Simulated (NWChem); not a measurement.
All runs are NWChem calculations. System: H$_{3}$Ga, charge 0, spin multiplicity 1, at a geometry optimised with PBE/def2-SVP. The structure started from a generated list of species. Level: CCSDT/6-31G* (spherical d), 9 core orbitals frozen.

Job file:

```
start mol
memory heap 100 mb stack 700 mb global 1900 mb
geometry units angstroms nocenter noautoz
  Ga     0.000000     0.000000     0.000001
  H      0.000000     0.000000     1.580659
  H      1.368877     0.000000    -0.790348
  H     -1.368877     0.000000    -0.790348
  symmetry group C2v
end
basis spherical
  * library 6-31g*
end
scf
  rhf
  nopen 0
  maxiter 100
  thresh 1e-7
  semidirect memsize 60000000 filesize 0
end
tce
  freeze core 9
  ccsdt
  2eorb
  2emet 13
  thresh 1e-6
  maxiter 100
  tilesize 24
end
task tce energy
```

Part of the output:

```
             Northwest Computational Chemistry Package (NWChem) 7.3.0
             --------------------------------------------------------

                                NWChem Input Module
                                -------------------

 Scaling coordinates for geometry "geometry" by  1.889725989
 (inverse scale =  0.529177249)

 Turning off AUTOSYM since
 SYMMETRY directive was detected!

                             Geometry "geometry" -> ""
                             -------------------------

 Output coordinates in angstroms (scale by  1.889725989 to convert to a.u.)

  No.       Tag          Charge          X              Y              Z
 ---- ---------------- ---------- -------------- -------------- --------------
    1 Ga                  31.0000     0.00000000     0.00000000     0.00000100
    2 H                    1.0000     0.00000000     0.00000000     1.58065900
    3 H                    1.0000     1.36887700     0.00000000    -0.79034800
    4 H                    1.0000    -1.36887700     0.00000000    -0.79034800

 Effective nuclear repulsion energy (a.u.)      31.7146861136

            Nuclear Dipole moment (a.u.)
            ----------------------------
        X                 Y               Z
 ---------------- ---------------- ----------------
     0.0000000000     0.0000000000    -0.0000113384

      Symmetry information
      --------------------

 Group name             C2v
 Group number             16
 Group order               4
 No. of unique centers     3

      Symmetry unique atoms

     1    2    3


 Summary of "ao basis" -> "" (spherical)
 ------------------------------------------------------------------------------
       Tag                 Description            Shells   Functions and Types
 ---------------- ------------------------------  ------  ---------------------
 *                           6-31g*                   on all atoms

 Summary of "ao basis" -> "ao basis" (spherical)
 ------------------------------------------------------------------------------
       Tag                 Description            Shells   Functions and Types
 ---------------- ------------------------------  ------  ---------------------
 Ga                          6-31g*                 12       32   5s4p3d
 H                           6-31g*                  2        2   2s

                                 NWChem SCF Module
                                 -----------------

  ao basis        = "ao basis"
  functions       =    38
  atoms           =     4
  closed shells   =    17
  open shells     =     0
  charge          =   0.00
  wavefunction    = RHF
  use symmetry    = T
  symmetry adapt  = T

 Summary of "ao basis" -> "ao basis" (spherical)
 ------------------------------------------------------------------------------
       Tag                 Description            Shells   Functions and Types
 ---------------- ------------------------------  ------  ---------------------
 Ga                          6-31g*                 12       32   5s4p3d
 H                           6-31g*                  2        2   2s

      Symmetry analysis of basis
      --------------------------

        a1         19
        a2          3
        b1          9
        b2          7

 Forming initial guess at       0.1s

      Superposition of Atomic Density Guess
      -------------------------------------

 Sum of atomic energies:       -1924.44009593

      Non-variational initial energy
      ------------------------------

 Total energy =   -1924.525715
 1-e energy   =   -2748.106971
 2-e energy   =     791.866570
 HOMO         =      -0.350433
 LUMO         =      -0.021469

      Symmetry analysis of molecular orbitals - initial
      -------------------------------------------------

  Numbering of irreducible representations:

     1 a1          2 a2          3 b1          4 b2

  Orbital symmetries:

     1 a1          2 a1          3 a1          4 b1          5 b2
     6 a1          7 a1          8 b1          9 b2         10 b1
    11 a1         12 a1         13 b2         14 a2         15 a1
    16 a1         17 b1         18 b2         19 a1         20 b1
    21 a1         22 a1         23 b2         24 b1         25 a1
    26 b2         27 a2

 Starting SCF solution at       0.5s

 ----------------------------------------------
         Quadratically convergent ROHF

 Convergence threshold     :          1.000E-07
 Maximum no. of iterations :          100
 Final Fock-matrix accuracy:          1.000E-09
 ----------------------------------------------

              iter       energy          gnorm     gmax       time
             ----- ------------------- --------- --------- --------
                 1    -1924.6597359112  3.19D-01  1.09D-01      0.5
                 2    -1924.6711883350  1.44D-01  5.40D-02      0.5
                 3    -1924.6723438500  2.03D-03  9.72D-04      0.5
                 4    -1924.6723443246  1.08D-06  3.63D-07      0.6
                 5    -1924.6723443246  8.46D-09  2.37D-09      0.6

       Final RHF  results
       ------------------

         Total SCF energy =  -1924.672344324639
      One-electron energy =  -2748.430351042611
      Two-electron energy =    792.043320604389
 Nuclear repulsion energy =     31.714686113582

        Time for solution =      0.1s

       Symmetry analysis of molecular orbitals - final
       -----------------------------------------------

  Numbering of irreducible representations:

     1 a1          2 a2          3 b1          4 b2

  Orbital symmetries:

     1 a1          2 a1          3 b2          4 b1          5 a1
     6 a1          7 b2          8 b1          9 a1         10 a1
    11 a2         12 b2         13 b1         14 a1         15 a1
    16 a1         17 b1         18 b2         19 b1         20 a1
    21 a1         22 a1         23 b2         24 b1         25 a1
    26 b2         27 a2

             Final eigenvalues
             -----------------

              1
    1 -378.8421
    2  -48.2200
    3  -42.5516
    4  -42.5484
    5  -42.5484
    6   -6.4276
    7   -4.5228
    8   -4.5155
    9   -4.5155
   10   -1.2116
   11   -1.2069
   12   -1.2069
   13   -1.2015
   14   -1.2015
   15   -0.5975
   16   -0.4270
   17   -0.4270
   18    0.0297
   19    0.1462
   20    0.1462
   21    0.1516
   22    0.2148
   23    0.2614
   24    0.3227
   25    0.3227
   26    0.5624
   27    0.5624

                       ROHF Final Molecular Orbital Analysis
                       -------------------------------------

 Vector   15  Occ=2.000000D+00  E=-5.975294D-01  Symmetry=a1
              MO Center=  1.0D-15,  5.4D-16, -6.7D-06, r^2= 2.3D+00
   Bfn.  Coefficient  Atom+Function         Bfn.  Coefficient  Atom+Function
  ----- ------------  ---------------      ----- ------------  ---------------
    10      0.619558  1 Ga s                  6     -0.286733  1 Ga s

 Vector   16  Occ=2.000000D+00  E=-4.269820D-01  Symmetry=a1
              MO Center=  1.4D-10, -1.6D-16,  5.7D-01, r^2= 2.6D+00
   Bfn.  Coefficient  Atom+Function         Bfn.  Coefficient  Atom+Function
  ----- ------------  ---------------      ----- ------------  ---------------
    13      0.440442  1 Ga pz                34      0.292546  2 H  s
    33      0.261133  2 H  s                  9     -0.170331  1 Ga pz

 Vector   17  Occ=2.000000D+00  E=-4.269785D-01  Symmetry=b1
              MO Center= -1.4D-10,  3.3D-15, -5.7D-01, r^2= 2.6D+00
   Bfn.  Coefficient  Atom+Function         Bfn.  Coefficient  Atom+Function
  ----- ------------  ---------------      ----- ------------  ---------------
    11      0.440440  1 Ga px                36      0.253355  3 H  s
    38     -0.253355  4 H  s                 35      0.226147  3 H  s
    37     -0.226147  4 H  s                  7     -0.170330  1 Ga px

 Vector   18  Occ=0.000000D+00  E= 2.971540D-02  Symmetry=b2
              MO Center=  6.7D-15, -1.4D-17,  1.5D-06, r^2= 5.4D+00
   Bfn.  Coefficient  Atom+Function         Bfn.  Coefficient  Atom+Function
  ----- ------------  ---------------      ----- ------------  ---------------
    16      0.727899  1 Ga py                12      0.367848  1 Ga py

 Vector   19  Occ=0.000000D+00  E= 1.461963D-01  Symmetry=b1
              MO Center=  8.3D-12,  7.8D-17,  4.2D-01, r^2= 9.2D+00
   Bfn.  Coefficient  Atom+Function         Bfn.  Coefficient  Atom+Function
  ----- ------------  ---------------      ----- ------------  ---------------
    15      1.441224  1 Ga px                36     -0.640665  3 H  s
    38      0.640665  4 H  s

 Vector   20  Occ=0.000000D+00  E= 1.461981D-01  Symmetry=a1
              MO Center= -2.0D-12, -1.6D-18, -4.2D-01, r^2= 9.2D+00
   Bfn.  Coefficient  Atom+Function         Bfn.  Coefficient  Atom+Function
  ----- ------------  ---------------      ----- ------------  ---------------
    17      1.441244  1 Ga pz                34     -0.739849  2 H  s
    36      0.369817  3 H  s                 38      0.369817  4 H  s

 center of mass
 --------------
 x =   0.00000000 y =   0.00000000 z =   0.00000083

 moments of inertia (a.u.)
 ------------------
          13.488299855349           0.000000000000           0.000000000000
           0.000000000000          26.976116312524           0.000000000000
           0.000000000000           0.000000000000          13.487816457175

  Mulliken analysis of the total density
  --------------------------------------

    Atom       Charge   Shell Charges
 -----------   ------   -------------------------------------------------------
    1 Ga  31    30.88   2.00  2.00  6.00  2.00  6.00  1.08  1.48  0.07  0.12  6.86  2.96  0.32
    2 H    1     1.04   0.46  0.58
    3 H    1     1.04   0.46  0.58
    4 H    1     1.04   0.46  0.58

       Multipole analysis of the density wrt the origin
       ------------------------------------------------

     L   x y z        total         open         nuclear
     -   - - -        -----         ----         -------
     0   0 0 0     -0.000000      0.000000     34.000000

     1   1 0 0     -0.000000      0.000000      0.000000
     1   0 1 0     -0.000000      0.000000      0.000000
     1   0 0 1      0.000025      0.000000     -0.000011

     2   2 0 0    -16.093113      0.000000     13.383094
     2   1 1 0      0.000000      0.000000      0.000000
     2   1 0 1     -0.000000      0.000000      0.000000
     2   0 2 0    -11.851953      0.000000      0.000000
     2   0 1 1      0.000000      0.000000      0.000000
     2   0 0 2    -16.093119      0.000000     13.383573

                   NWChem Extensible Many-Electron Theory Module
                   ---------------------------------------------


            General Information
            -------------------
      Number of processors :     1
         Wavefunction type : Restricted Hartree-Fock
          No. of electrons :    34
           Alpha electrons :    17
            Beta electrons :    17
           No. of orbitals :    76
            Alpha orbitals :    38
             Beta orbitals :    38
        Alpha frozen cores :     9
         Beta frozen cores :     9
     Alpha frozen virtuals :     0
      Beta frozen virtuals :     0
         Spin multiplicity : singlet
    Number of AO functions :    38
       Number of AO shells :    18
        Use of symmetry is : on
      Symmetry adaption is : on
         Schwarz screening : 0.10D-09

          Correlation Information
          -----------------------
          Calculation type : Coupled-cluster singles, doubles, & triples
   Perturbative correction : none
            Max iterations :      100
        Residual threshold : 0.10D-05
     T(0) DIIS level shift : 0.00D+00
     L(0) DIIS level shift : 0.00D+00
     T(1) DIIS level shift : 0.00D+00
     L(1) DIIS level shift : 0.00D+00
     T(R) DIIS level shift : 0.00D+00
     T(I) DIIS level shift : 0.00D+00
   CC-T/L Amplitude update :  5-th order DIIS
                I/O scheme : Global Array Library
        L-threshold :  0.10D-05
        EOM-threshold :  0.10D-05
 no EOMCCSD initial starts read in
 TCE RESTART OPTIONS
 SLICE:      F
 D4D5:       F
 quantumc:   F
 qrotation:  F
 pwtce:      F
 qducc:      F
 nacto:                         0
 nrotv:                         0
 nrot:                          0

            Memory Information
            ------------------
          Available GA space size is     249035356 doubles
          Available MA space size is     104854388 doubles

 Maximum block size supplied by input
 Maximum block size        24 doubles

 tile_dim =     10

 -------------------------------------------------

 Global array virtual files algorithm will be used

 Parallel file system coherency ......... OK

 4-electron integrals stored in orbital form

 v2    file size   =            48119
 4-index algorithm nr.  13 is used
 imaxsize =       30
 imaxsize ichop =        0
 IN MAPPING 1 for UCC(4),CCSDT,CCSDTQ


 CCSDT iterations
 --------------------------------------------------------
 Iter          Residuum       Correlation     Cpu    Wall
 --------------------------------------------------------
    1   0.5117694797820  -0.2392554687383     5.7     5.7
    2   0.1761943102853  -0.2258063312773     6.4     6.4
    3   0.1218961173428  -0.2434641621082     6.3     6.3
    4   0.0673653101203  -0.2399999602406     6.3     6.3
    5   0.0462656345294  -0.2441552211106     6.3     6.3
    6   0.0066694574979  -0.2440549948227     6.4     6.4
    7   0.0033749365121  -0.2439285690556     6.4     6.4
    8   0.0021135410436  -0.2439121062705     6.1     6.1
    9   0.0013374098728  -0.2439306209945     6.2     6.2
   10   0.0008912184204  -0.2439400424950     6.2     6.2
   11   0.0001913091089  -0.2439585446580     6.2     6.2
   12   0.0000853481212  -0.2439571372673     6.2     6.2
   13   0.0000553136524  -0.2439600416805     6.0     6.0
   14   0.0000356952846  -0.2439596754265     6.1     6.1
   15   0.0000248207098  -0.2439603845104     6.2     6.2
   16   0.0000053632467  -0.2439605615862     6.2     6.2
   17   0.0000024963407  -0.2439604753543     6.2     6.2
   18   0.0000016047698  -0.2439604284962     6.1     6.1
   19   0.0000010216025  -0.2439604446924     5.9     5.9
   20   0.0000007076189  -0.2439604381403     6.1     6.1
 --------------------------------------------------------
 Iterations converged
 CCSDT correlation energy / hartree =        -0.243960438140306
 CCSDT total energy / hartree       =     -1924.916304762779646

 Singles contributions

 Doubles contributions

 Task  times  cpu:      127.3s     wall:      127.3s

 Total times  cpu:      127.4s     wall:      127.4s
```
